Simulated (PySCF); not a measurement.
**F (fluorine, neutral) across methods**

[He] 2s2 2p5, 2P determinant. All numbers are calculated (PySCF 2.14, scalar relativity by spin-free X2C-1e, in aug-cc-pVDZ-DK (4s3p2d, 23 functions)). The B2PLYP total includes its PT2 part (frozen core); its orbital energies are those of the SCF part.

```
method  E (hartree)  mean ε 2s β (eV)  mean ε 2p α (eV)  mean ε 2p β (eV)  Σ⟨r²⟩ (bohr²)   ⟨S²⟩
  TPSS     -99.8312           -29.397           -12.002           -10.446          10.69  0.751
   UHF    -99.46762           -40.499           -20.949           -18.500          10.33  0.754
 B3LYP     -99.8276           -31.446           -13.921           -12.256          10.67  0.752
  PBE0     -99.7343           -32.012           -14.299           -12.546          10.60  0.752
   PBE     -99.7276           -28.820           -11.855           -10.270          10.79  0.751
r2SCAN     -99.7840           -29.816           -12.533           -10.778          10.57  0.752
B2PLYP     -99.7633           -35.217           -16.805           -14.855          10.51  0.752
   LDA     -99.1605           -28.749           -12.034           -10.321          10.82  0.751
```

Q: Estimate the same row for TPSSh.

A: E (hartree) = -99.8239; mean ε 2s β (eV) = -30.618; mean ε 2p α (eV) = -12.966; mean ε 2p β (eV) = -11.337; Σ⟨r²⟩ (bohr²) = 10.62; ⟨S²⟩ = 0.752.
